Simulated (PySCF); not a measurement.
C3H9B, SMILES CB(C)C at its B3LYP/def2-SVP optimised geometry (Å):

```
13

B     -0.0847     0.1375     0.0000
C     -0.8743     1.5049     0.0000
H     -0.5370     2.1397    -0.8407
H     -0.6054     2.0771     0.9090
H     -1.9717     1.4228    -0.0416
C      1.4942     0.1375     0.0000
H      1.8593    -0.4037    -0.8941
H      1.8717    -0.4512     0.8573
H      1.9717     1.1296     0.0206
C     -0.8743    -1.2299     0.0046
H     -0.2537    -2.1397     0.0067
H     -1.5517    -1.2717    -0.8694
H     -1.5471    -1.2659     0.8826
```

Calculation: B3LYP/def2-TZVP (PySCF).

Map of the electrostatic potential (hartree/e), clipped to [-0.08, 0.12] on the plane z = 0.6 Å:

```
|                               |
|                               |
|                               |
|                               |
|                               |
|            .::.               |
|          .-*%*-.              |
|         .-%@@@*:.   ....      |
|      ..:-#@@@@@-.  ..:..      |
|     .:-+#@@@@@@-. .:-=-..     |
|    ..-+@@@@@@@@-...=#%+:.     |
|    ..:+%@@@@@@@+-:-*@@*:.     |
|    ..:-==%@@@@@@#*@@@@+:      |
|     ....:-#@@@@@@@@@@@=.      |
|         .:+@@@@@@@@@@@*.      |
|         .:+@@@@@@@@@@@@:      |
|        .:=#@@@@@@@@@@@@-      |
|       .-*@@@@@@@%#@@@@@-      |
|      .:#@@@@@@@+--+@@@*:      |
|      .-@@@@@@@%-..:=+=:.      |
|      .:@@@@@@@#:. .....       |
|       .=@@@@@@#-.             |
|        .:=*%@@@=:.            |
|          ..-*@%=:.            |
|            .-==-..            |
|             .::...            |
|              ....             |
|                               |
|                               |
|                               |
|                               |
```
Scale: ten equal steps from -0.009 (start of ' ') to 0.120 (end of '@'), in the order ' .:-=+*#%@'; x runs from -4.50 to 4.50, y from -4.50 (bottom) to 4.50 (top).
